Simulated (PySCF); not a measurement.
BeO, SMILES [Be]=[O].

Coordinates come from a PBE-D3(BJ)/def2-TZVPD optimisation.

Method: PBE-D3(BJ)/def2-TZVPD in PySCF.

Harmonic, unscaled wavenumbers; measured fundamentals usually lie a few per cent lower.

Computed normal modes with their intensities:
```json
[
 {"mode": "1", "ν (cm⁻¹)": "1462", "IR (km/mol)": "4.7", "moving atoms (share of kinetic energy)": "Be 64 %, O 36 %"}
]
```
